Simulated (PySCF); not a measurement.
**Cobalt: a sound run and one with changed settings**

Sound run: Co [Ar] 3d7 4s2, Co⁺ [Ar] 3d8. Computed with PySCF 2.14 in cc-pVTZ, with the non-relativistic Hamiltonian (point nucleus). In the sound run the correlated levels freeze [Ar]. The sound run starts from symmetry-adapted Hartree-Fock orbitals and uses a fine grid where one is needed.

Changed run: all electrons correlated in a basis built for the valence shell.

```json
{"species": "Co", "method": "MP2", "sound run (hartree)": "-1381.67127", "changed run (hartree)": "-1382.06686", "converged": "yes"}
{"species": "Co⁺", "method": "MP2", "sound run (hartree)": "-1381.41792", "changed run (hartree)": "-1381.82756", "converged": "yes"}
```

Ionisation energy of Co:

| method | sound run (eV) | changed run (eV) |
| --- | --- | --- |
| UHF | 7.850 | 7.850 |
| MP2 | 6.894 | 6.512 |
| SCS-MP2 | 6.926 | 6.666 |

A valence basis has no tight correlating functions, so it recovers only part of the core correlation, and not evenly between atom and ion.

For comparison, NIST gives 7.881 eV between the lowest levels.
